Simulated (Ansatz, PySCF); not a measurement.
Gas-phase reaction in SMILES: CC(C)CO + 3 C (CH4) → 3 CC (C2H6) [ethane] + CO (CH4O) [methanol]
Structures are relaxed separately at B3LYP-D3(BJ)/def2-TZVP in Ansatz (a first-principles code), one conformer each, not searched for the lowest. Frequencies are from Ansatz or PySCF.

Quantity: bond separation energy (enthalpy at 298 K, with B3LYP-D3(BJ) rigid-rotor harmonic-oscillator terms), in kcal/mol. Cores are frozen in the correlated levels unless marked. No spin-orbit coupling. Non-relativistic. Basis-set limits of correlation are two-point, X^-3; Hartree-Fock from the larger set. The bracket is a focal-point correction in the basis named.

From measured enthalpies of formation at 298 K: 13.2 kcal/mol (CC(C)CO -67.8, CRC Handbook; C (CH4) -17.8, ATcT 1.112; CC (C2H6) -20.0, ATcT 1.112; CO (CH4O) -48.0, ATcT 1.112). It holds spin-orbit effects, and any other conformers, which the calculations lack, and core correlation, which the frozen-core levels lack. This is an older compilation, not checked against later work.

```
level                                                     program  bond separation energy (kcal/mol)  error against measurement
-------------------------------------------------  --------------  ---------------------------------  -------------------------
HF/cc-pVDZ                                                 Ansatz                                8.0                       -5.2
PBE-D4/def2-TZVPD                                  Ansatz + dftd4                               11.2                       -2.0
BLYP/def2-TZVPD                                            Ansatz                                7.9                       -5.3
revPBE-D3(BJ)/def2-TZVPD                           Ansatz + dftd3                               10.7                       -2.5
r2SCAN-D3(BJ)/def2-TZVPD                           Ansatz + dftd3                               12.6                       -0.6
PBE0-D4/def2-TZVP                                  Ansatz + dftd4                               11.3                       -1.9
r2SCAN0-D4/def2-TZVPD                              Ansatz + dftd4                               12.1                       -1.1
wB97M-V/def2-TZVPD                                         Ansatz                               12.2                       -1.0
B2GP-PLYP-D3(BJ)/def2-TZVPD                        Ansatz + dftd3                               12.1                       -1.1
B2GP-PLYP-D4/def2-TZVPD                            Ansatz + dftd4                               12.0                       -1.2
B2PLYP-D4/def2-TZVPD                               Ansatz + dftd4                               11.8                       -1.4
MP2/STO-3G                                                 Ansatz                                6.6                       -6.6
MP2/cc-pVDZ                                                Ansatz                               13.3                        0.1
MP2/aug-cc-pVTZ                                            Ansatz                               13.9                        0.7
MP2/cc-pwCVTZ                                              Ansatz                               13.8                        0.6
CCSD(T)/6-31G                                              Ansatz                               13.0                       -0.2
CCSD(T)/6-31G*                                             Ansatz                               12.6                       -0.6
CCSD(T)/cc-pVDZ                                            Ansatz                               12.2                       -1.0
CCSD(T)/aug-cc-pVTZ                                        Ansatz                               12.8                       -0.4
CCSD(T) with core electrons/cc-pwCVTZ                      Ansatz                               12.8                       -0.4
RI-MP2/CBS(cc-pVTZ,cc-pVQZ)+[CCSD(T)-MP2]/cc-pVTZ          Ansatz                               12.8                       -0.4
```
